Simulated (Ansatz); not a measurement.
InICl₂⁺, that is InCl2I with one electron fewer. The state is a doublet with charge 1. Geometry PBE0-D4/def2-SVP, that of the neutral singlet; atoms count from 1.

```xyz
4

In    0.0006    0.0399    0.0316
Cl   -1.9661    1.0963    0.6913
Cl    1.9940    0.8915    0.8800
I    -0.0284   -2.0277   -1.6029
```

In the def2 sets I, In take a core potential; there is no spin–orbit coupling.

(1) Estimate the Mulliken populations from the PBE0/def2-TZVP orbitals of Ansatz.

(2) Where does the spin sit?

(3) And the Mayer bond orders between bonded heavy atoms (over 0.3)?

Answers

(1) 
| atom | charge (e) | spin (α − β) |
| --- | --- | --- |
| In1 | 0.93 | -0.05 |
| Cl2 | -0.18 | 0.06 |
| Cl3 | -0.18 | 0.06 |
| I4 | 0.42 | 0.93 |
Mulliken values and Mayer orders depend strongly on the basis.

(2) Summed by element: In -0.05, Cl 0.12, I 0.93, of 1 unpaired in all. Largest on single atoms: I4 0.93, Cl3 0.06, Cl2 0.06.

(3) In1–Cl2 1.11 (2.33 Å); In1–Cl3 1.11 (2.33 Å); In1–I4 0.77 (2.64 Å).
